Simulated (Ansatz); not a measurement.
Start from `N[SiH](O)C=S` and change one atom or group to get `C[SiH2][SiH](N)O`.

Ansatz, PBE0-D4/def2-TZVP geometries, multiplicity 1. Each molecule was computed in one conformer, which needn't be the lowest.

| property | `N[SiH](O)C=S` |
| --- | --- |
| LUMO energy (PBE/def2-TZVPP) / eV | -3.56 |
| HOMO energy (PBE/def2-TZVPP) / eV | -5.08 |
| HOMO–LUMO gap (B3LYP/def2-TZVPP) / eV | 3.26 |
| HOMO–LUMO gap (ωB97M-V/def2-TZVPP) / eV | 8.04 |
| HOMO–LUMO gap (PBE/def2-TZVPP) / eV | 1.52 |
| LUMO energy (ωB97M-V/def2-TZVPP) / eV | -0.45 |

Q: Give the same properties after the change, and the shifts. (Best estimate.)

A: The calculation gave: 
```json
{"property": "LUMO energy (PBE/def2-TZVPP) / eV", "`C[SiH2][SiH](N)O`": "-0.61", "shift": "2.95"}
{"property": "HOMO energy (PBE/def2-TZVPP) / eV", "`C[SiH2][SiH](N)O`": "-5.97", "shift": "-0.89"}
{"property": "HOMO–LUMO gap (B3LYP/def2-TZVPP) / eV", "`C[SiH2][SiH](N)O`": "7.04", "shift": "3.78"}
{"property": "HOMO–LUMO gap (ωB97M-V/def2-TZVPP) / eV", "`C[SiH2][SiH](N)O`": "11.21", "shift": "3.17"}
{"property": "HOMO–LUMO gap (PBE/def2-TZVPP) / eV", "`C[SiH2][SiH](N)O`": "5.36", "shift": "3.84"}
{"property": "LUMO energy (ωB97M-V/def2-TZVPP) / eV", "`C[SiH2][SiH](N)O`": "1.76", "shift": "2.21"}
```

With PBE0 the HOMO falls by 0.98 eV and the LUMO rises by 2.84 eV, so the gap widens by about 3.82 eV. PBE moves the HOMO by -0.89 eV and ωB97M-V by -0.96 eV.

B3LYP here is the variant with VWN-RPA as its local correlation; programs differ in this.
